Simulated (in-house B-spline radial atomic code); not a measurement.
## The calcium ion Ca⁴⁺: [Ne] 3s(1 up, 0 down) 3p(2 up, 2 down) 4d(0 up, 1 down) (an excited or competing configuration)

Method: non-relativistic SCAN, spin-polarised, spherical fractional occupations, point nucleus. Calculated with a B-spline radial code for spherical atoms.

Screening seen three ways: the hydrogenic charge with the same mean radius, Z_r = [3n² - l(l+1)]/(2<r>), the one with the same energy, Z_e = n√(-2ε), and Slater's rules. Values are occupation-weighted means over spin.

```
shell  electrons   ε (eV)  <r> (bohr)    Z_r    Z_e  Slater
   1s          2  -4021.2     0.07739  19.38  17.19   19.70
   2s          2  -488.99      0.3645  16.46  11.99   15.85
   2p          6  -410.87      0.3268  15.30  10.99   15.85
   3s          1  -109.28       1.079  12.51   8.50    9.80
   3p          4  -86.863       1.131  11.05   7.58    9.80
   4d          1  -24.298       3.199   6.56   5.35    5.00
```

The least bound orbital is 4d down at -24.3 eV, and it is also the most diffuse (<r> = 3.199 bohr).
